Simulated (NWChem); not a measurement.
Correlation energy of C₃H₅

SMILES: C=[C]C
```xyz
8

C      0.0485    -1.3600     0.0000
C      0.3791    -0.0802     0.0000
C     -0.2071     1.2633     0.0000
H      0.8020    -2.1681     0.0000
H     -1.0152    -1.6879     0.0000
H     -1.3244     1.2259     0.0000
H      0.1072     1.8457     0.8927
H      0.1072     1.8457    -0.8927
```
Charge 0, spin multiplicity 2.

Program: NWChem. All single points use one geometry, from UPBE/def2-SVP, a minimum by its harmonic frequencies.

Basis set: cc-pVDZ. Each correlation energy counts from its own Hartree-Fock reference.

```
method           correlation energy (mHa)             remark
---------------  ------------------------  -----------------
CCSD[T] on UHF                     -439.5  spin-contaminated
CCSD on UHF                        -424.8  spin-contaminated
CCSD(T) on UHF                     -438.8  spin-contaminated
CCSD on ROHF                       -433.0                  -
URI-MP2                            -373.8  spin-contaminated
UMP2                               -373.9  spin-contaminated
CCSD[T] on ROHF                    -448.2                  -
CCSD(T) on ROHF                    -447.6                  -
SCS-UMP2                           -372.6  spin-contaminated
```

The values span 75.6 mHa, from CCSD[T] on ROHF (lowest) to SCS-UMP2 (highest). 

The correlated methods keep 3 core orbitals frozen. The structure started from a generated list of species. The unpaired electrons of the parent sit in orbitals of symmetry a' (Cs labels of the run); other states weren't searched. The stability of the SCF solutions was not checked. Open-shell Hartree-Fock references start from PBE0 orbitals. Coupled-cluster values serve here as a point of comparison, not as the truth.
